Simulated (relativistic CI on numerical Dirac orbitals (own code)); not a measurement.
One change at a time: Pt LXXV

Base calculation: Dirac-Coulomb-Breit CI, separate exchange-only KLI orbitals for each configuration, a model potential for QED, unscaled Slater integrals.

CI space (outside the closed core 1s2): 2s², 2s2p, 2p², 2p3s, 2p3p, 2s3s, 2s3p, 2s3d, 2s4s, 2s4p, 2s4d, 2s4f, 3s², 3s3p, 3p². Levels of other configurations are missing.

Variants: (1) configuration mixing switched off. Shifts of the energy above 2s² ¹S0, in eV, for the lowest level and the first level of each name with at least 55 % of one term (blank where a level changes its place among those of its configuration and J or its character, or is not in the variant):

```
    Level     Base   Δ(1)
  2s² ¹S0      0.0    0.0
2s2p ³P°0    190.4  -11.0
2s2p ³P°1    226.2  -11.0
  2p² ³P0    532.5  -19.3
2s2p ³P°2   2075.2  -11.2
2s2p ¹P°1   2172.8  -11.0
  2p² ³P1   2370.1  -11.1
  2p² ¹D2   2388.2  -10.8
  2p² ³P2   4269.0  -11.0
  2p² ¹S0   4342.7  -13.4
 2s3s ³S1  12421.7  -10.2
 2s3s ¹S0  12459.3   -7.3
2s3p ³P°1  12510.0   -9.9
2s3p ³P°0  12510.2  -11.2
2p3s ³P°0  12656.3  -11.4
2p3s ³P°1  12658.8  -10.8
 2p3p ³D1  12709.4  -10.7
 2p3p ³P0  12769.5  -14.5
2s3p ³P°2  13067.5  -11.2
2s3p ¹P°1  13075.6  -12.1
 2s3d ³D1  13103.1  -11.7
 2s3d ³D2  13108.7  -10.8
```

At this charge energies of transitions that change n are usually good to better than 1 %, and those within a shell (Δn = 0) to a few per cent.

Ionisation energy from the two ground configurations alone: base 21841.1 eV. The NIST ASD value (theoretical) is 21840 eV.

LS names give the leading component of a level, which can be under half, so a name can repeat, a term be missing and a line seem to break the LS rules.
